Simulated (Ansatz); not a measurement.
`C[SiH](N)Cl` + H₂S → `C[SiH](N)S` + HCl  (ligand exchange at the Si–Cl bond)

Program: Ansatz. Geometries: PBE0-D4/def2-TZVP. ΔE: electronic, gas phase. CBS: MP2 limit from def2 TZ/QZ plus the TZ coupled-cluster correction, frozen cores. This one scheme is used for every species. Functionals use def2-TZVPP. B3LYP here is the variant with VWN-RPA as its local correlation; programs differ in this. One conformer a species, not always the lowest.

`C[SiH](N)Cl`:

Z-matrix (Å, degrees):
```
C
Si 1 1.853
H 1 1.092 2 110.6
H 1 1.092 2 110.4 3 120.5
H 1 1.093 2 110.6 3 -119.3
N 2 1.706 1 110.0 3 179.0
Cl 2 2.081 1 106.9 3 55.1
H 2 1.480 1 113.9 3 -60.4
H 6 1.008 2 119.7 1 169.1
H 6 1.008 2 120.0 1 -47.8
```

H₂S:

Cartesian coordinates in Å:
```
S -0.064 -0.072 0.612
H 0.236 0.972 -0.175
H -0.172 -0.901 -0.437
```

`C[SiH](N)S`:

Z-matrix (Å, degrees):
```
C
Si 1 1.860
H 1 1.092 2 110.3
H 1 1.094 2 111.0 3 119.5
H 1 1.092 2 110.7 3 -119.8
N 2 1.709 1 107.8 3 178.2
S 2 2.146 1 113.8 3 61.9
H 2 1.493 1 109.0 3 -55.1
H 6 1.006 2 121.8 1 -176.0
H 6 1.006 2 121.3 1 30.1
H 7 1.343 2 94.1 1 -95.6
```

HCl:

```xyz
2

Cl    0.224    0.341   -0.493
H    -0.224   -0.341    0.493
```

```
   level  ΔE (kcal/mol)
B3LYP-D4           12.3
  r2SCAN           12.2
```

Question: What does CCSD(T)/CBS give? (An estimate is asked.)

Answer: Computed: +11.9 kcal/mol. The listed levels differ from it by 0.4, 0.3 kcal/mol.

Largest T1 diagnostic among the species: 0.010.

In def2-TZVPP, CCSD(T) changes the Hartree–Fock value by −2.6 kcal/mol (the triples alone add −0.3 kcal/mol) and MP2 by −2.5 kcal/mol.
